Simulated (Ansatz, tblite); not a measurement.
Removing an electron: GeMe4 (C4H12Ge). Total charge 0; singlet. Geometry: PBE-D4/def2-SVP. Ansatz, gas phase; energy differences of separate SCF runs; the oxidised species was run as a doublet alone.

Cartesian coordinates in Å:
```
Ge 0.0000 0.0000 0.0000
C 0.9127 -1.1314 -1.3343
H 1.7215 -1.7223 -0.8594
H 1.3620 -0.5091 -2.1341
H 0.1983 -1.8368 -1.8042
C -1.4257 1.0392 -0.8838
H -1.9550 1.6805 -0.1508
H -2.1688 0.3641 -1.3537
H -1.0025 1.6920 -1.6735
C 1.3038 1.2350 0.8174
H 0.8109 1.8842 1.5686
H 1.7644 1.8850 0.0466
H 2.1129 0.6715 1.3240
C -0.7909 -1.1427 1.4007
H -0.0066 -1.7389 1.9089
H -1.5301 -1.8437 0.9635
H -1.3070 -0.5266 2.1640
```

The xTB rows come from tblite. Correlated methods freeze 13 core orbitals; core or outer-core shells of Ge are correlated, in sets that lack core-valence functions. The rows differ in basis, and correlated rows in double-zeta sets carry the largest basis error. HOMO above LUMO, or a gap near zero within one spin, warns that the state may not be the lowest or that an electron is smeared out.

```csv
level,−HOMO (eV),vertical IE (eV),−LUMO (eV),HOMO–LUMO gap (eV),remarks
GFN1-xTB,11.80,14.27,4.32,7.48,–
GFN2-xTB,10.84,13.45,1.90,8.94,–
HF/def2-SVP,–,9.47,–,–,–
PBE-D4/def2-TZVP,6.82,9.54,-0.02,6.84,gap within one spin near zero (+1 doublet)
PBE0-D4/def2-TZVP,8.06,9.90,-0.78,8.84,–
CAM-B3LYP-D4/def2-TZVP,9.42,10.13,-1.51,10.93,–
MP2/def2-SVP,–,10.21,–,–,–
CCSD/def2-SVP,–,10.12,–,–,–
CCSD(T)/def2-SVP,–,10.11,–,–,–
```

  Raw xTB energy differences between charge states are shifted by several eV; the methods need an empirical correction for them.
